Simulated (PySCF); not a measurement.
Species: C4H5NO2.
Z-matrix (Å and degrees, GFN2-xTB geometry), rows numbered from 1:
```
C 
C   1  1.3334
N   2  1.3692  1  119.79
C   3  1.2654  2  125.57  1  -152.03
C   4  1.4896  3  127.24  2     4.84
O   5  1.2063  4  126.34  3     4.02
O   5  1.3406  4  110.99  3  -176.05
H   1  1.0764  2  120.78  3     3.96
H   1  1.0747  2  121.40  3  -179.51
H   2  1.0858  1  121.09  3   178.49
H   4  1.0838  3  117.77  2  -176.34
H   7  0.9706  5  110.58  4  -179.99
```

The computed photoelectron lines, unassigned: C 1s: 290.06 (area 1), 291.44 (area 1), 291.86 (area 1), 294.77 (area 1) eV; N 1s: 405.41 eV; O 1s: 537.86 (area 1), 540.12 (area 1) eV.

Computed with delta-SCF UKS SCAN, pcX-2 on the ionised atom, pcseg-1 elsewhere, spin-free X2C in PySCF. One conformer (not necessarily the lowest) at the GFN2-xTB geometry, without solvent, vibrations or thermal averaging.

Q: Order the carbon atoms by C 1s binding energy.

A: 290.06 eV: C1 (terminal =CH2 carbon); 291.44 eV: C2 (vinylic carbon bearing nitrogen); 291.86 eV: C4 (imine carbon); 294.77 eV: C5 (carboxylic acid carbon). Lowest listed C 1s: C1, bonded to C (double bond) and 2 H. Highest, 4.71 eV above it: C5, bonded to O (double bond), O and C. Summing the Pauling electronegativity differences to the bonded atoms, each weighted by its formal bond order, gives -0.70 for the lowest site and +2.67 for the highest; no listed site has a larger sum than the highest.

Q: Assign the O 1s lines to atoms.

A: 537.86 eV: O6 (acid carbonyl oxygen); 540.12 eV: O7 (acid hydroxyl oxygen). Lowest listed O 1s: O6, bonded to C (double bond). Highest, 2.26 eV above it: O7, bonded to C and H. Summing the Pauling electronegativity differences to the bonded atoms, each weighted by its formal bond order, gives -1.78 for the lowest site and -2.13 for the highest; the largest sum, -1.78, belongs to O6, 2.26 eV below the top. The smallest sum, -2.13, belongs to O7, 2.26 eV above the lowest.

Bonded neighbours of each site: C1: C (double bond) and 2 H; C2: N, C (double bond) and H; N3: C (double bond) and C; C4: N (double bond), C and H; C5: O (double bond), O and C; O6: C (double bond); O7: C and H.

Q: Which effective nuclear charge Zeff reproduces each element's mean 1s value in the hydrogen-like formula E = 13.606 eV × Zeff²?

A: C (Z = 6): mean 292.0 eV, Zeff = 4.63, Z − Zeff = 1.37; N (Z = 7): mean 405.4 eV, Zeff = 5.46, Z − Zeff = 1.54; O (Z = 8): mean 539.0 eV, Zeff = 6.29, Z − Zeff = 1.71. Means run over the listed sites, weighted by atom count.

Spin contamination (⟨S²⟩ against 0.75 for a pure doublet) is marked for C 1s of C2 (0.85), N 1s of N3 (0.87), C 1s of C4 (0.85) and C 1s of C5 (0.91), which makes these values less certain.
